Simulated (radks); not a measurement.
Species: Sc II. Configuration: [Ar] 4s1 4p1 (not the ground configuration). Calculated with a radial shooting solver on a logarithmic mesh with Libxc functionals: scalar-relativistic Kohn-Sham, r2SCAN, spin-unpolarised, spherical densities, finite nucleus; meta-GGA in the generalised Kohn-Sham scheme; Fermi nuclear charge, rms radius 3.5459 fm.

Normalised radial functions P(r) = r R(r), r in bohr:

r	2s
0.00273	0.1481
0.003128	0.1680
0.003583	0.1903
0.004105	0.2153
0.004703	0.2431
0.005388	0.2739
0.006173	0.3080
0.007016	0.3432
0.008039	0.3839
0.00921	0.4279
0.01055	0.4752
0.01209	0.5252
0.01385	0.5773
0.01587	0.6307
0.01818	0.6840
0.02083	0.7354
0.02386	0.7824
0.02734	0.8222
0.03132	0.8511
0.03588	0.8647
0.04111	0.8582
0.0471	0.8261
0.05396	0.7631
0.06133	0.6708
0.07026	0.5338
0.0805	0.3542
0.09223	0.1319
0.1057	-0.1295
0.1211	-0.4216
0.1387	-0.7305
0.1589	-1.0377
0.182	-1.3206
0.2086	-1.5550
0.2389	-1.7178
0.2738	-1.7912
0.3136	-1.7662
0.3593	-1.6454
0.4117	-1.4442
0.4717	-1.1895
0.5361	-0.9305
0.6142	-0.6664
0.7036	-0.4410
0.8061	-0.2690
0.9236	-0.1487
1.058	-0.0734
1.212	-0.0320
1.389	-0.0121
1.591	-0.0039
1.823	-0.0011
2.089	-0.0002
2.393	0.0000
2.741	0.0000
3.141	0.0000
3.598	0.0000
4.123	0.0000
4.686	0.0000
5.368	0.0000
6.15	0.0000
7.046	0.0000
8.073	0.0000
9.249	0.0000
10.6	0.0000
12.14	0.0000

2s: eigenvalue -496.45 eV, 1 radial node at r = 0.0990 bohr, <r> = 0.342 bohr, 90 % of the charge inside 0.532 bohr.
